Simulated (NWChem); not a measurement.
## Lowest excitation of diphosphane (H4P2)

SMILES: PP
```xyz
6

P      1.0086     0.5217     0.0000
P     -1.0086    -0.5217     0.0000
H      1.5409    -0.3163     1.0313
H      1.5409    -0.3163    -1.0313
H     -1.5409     0.3163     1.0313
H     -1.5409     0.3163    -1.0313
```
Charge 0, spin multiplicity 1.

Everything below was run with NWChem. All single points use one geometry, from B3LYP/def2-SVP, a minimum by its harmonic frequencies. It is one conformer; others weren't searched.

Basis set: aug-cc-pVDZ. The methods don't all put a state of the same symmetry lowest.

```
method         lowest vertical singlet excitation energy (eV)  relative cost  difference from EOM-CCSD
-------------  ----------------------------------------------  -------------  ------------------------
EOM-CCSD                                                 5.56        under 3                      0.00
TD-B3LYP                                                 5.24        under 3                     -0.33
CIS                                                      6.08              1                     +0.52
TDA-BHandHLYP                                            5.63        under 3                     +0.07
TD-PBE                                                   5.00        under 3                     -0.56
```

The values span 1.08 eV, from TD-PBE (lowest) to CIS (highest). Costs are rough ratios of processor time within this set of runs, SCF included, with CIS as 1.

The correlated methods keep 10 core orbitals frozen. B3LYP has NWChem's definition, with VWN1-RPA local correlation. Differences from the coupled-cluster row are differences between methods, not errors against experiment.
